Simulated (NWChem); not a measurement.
System: C2H3F2NSi; SMILES [Si](F)(F)(C#C)N

```xyz
9

C     -0.0030     2.6805    -0.0404
C      0.0098     1.4650    -0.0347
Si     0.0200    -0.3510    -0.0214
N     -1.5062    -0.9307     0.4053
F      0.4440    -0.9425    -1.4587
F      1.2120    -0.8402     0.9515
H     -0.0106     3.7567    -0.0479
H     -2.1531    -0.3696     0.9440
H     -1.7634    -1.9091     0.3662
```
Atoms are numbered in this order, from 1.

Computed with NWChem. All runs use the structure optimised with PBE0/def2-SVP. Level: PBE/def2-SVP with SMD (1 M gas to 1 M solution), gas-phase geometry. Reactions with the solvent are ignored.

For solvent 2-propanol:

```
Item                              Result
--------------------------------  ------
solvation free energy (kcal/mol)    -4.7
dipole in solution (D)              3.56
```

Task: What are these values for solvent anisole?

Result: 
| Property | Result |
|---|---|
| solvation free energy (kcal/mol) | -3.2 |
| dipole in solution (D) | 3.41 |
